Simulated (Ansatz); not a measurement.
Mulliken charges of `O[Si](O)(F)[SiH2]` radical from B3LYP/def2-TZVPP in Ansatz (PBE0-D4/def2-TZVP geometry).

```json
{"atom": "O1", "x (Å)": "-0.218", "y (Å)": "1.740", "z (Å)": "-0.503", "charge (e)": "-0.383"}
{"atom": "Si2", "x (Å)": "0.000", "y (Å)": "0.120", "z (Å)": "-0.520", "charge (e)": "0.790"}
{"atom": "O3", "x (Å)": "1.569", "y (Å)": "-0.140", "z (Å)": "-0.856", "charge (e)": "-0.384"}
{"atom": "F4", "x (Å)": "-0.930", "y (Å)": "-0.492", "z (Å)": "-1.669", "charge (e)": "-0.316"}
{"atom": "Si5", "x (Å)": "-0.628", "y (Å)": "-0.924", "z (Å)": "1.453", "charge (e)": "-0.020"}
{"atom": "H6", "x (Å)": "-1.116", "y (Å)": "2.076", "z (Å)": "-0.513", "charge (e)": "0.192"}
{"atom": "H7", "x (Å)": "2.012", "y (Å)": "0.478", "z (Å)": "-1.443", "charge (e)": "0.194"}
{"atom": "H8", "x (Å)": "-0.743", "y (Å)": "-2.403", "z (Å)": "1.382", "charge (e)": "-0.036"}
{"atom": "H9", "x (Å)": "0.143", "y (Å)": "-0.502", "z (Å)": "2.651", "charge (e)": "-0.039"}
```

Task: By hand: the dipole of these point charges (1 e Å = 4.8032 D).

Result: Σ q r = (-0.015, 0.254, 0.077) e Å, of length 0.266 e Å = 1.28 D.

Task: How does the dipole of the full density compare? (Estimate.)

Result: Computed: (-0.094, 0.293, 0.028) e Å, 1.48 D; the point charges give 0.86 times that, at 18° from its direction.

Point charges leave out the atoms' own dipoles, such as those of lone pairs, and Mulliken's split depends on the basis, so the two needn't agree.

B3LYP here is the variant with VWN-RPA as its local correlation; programs differ in this.
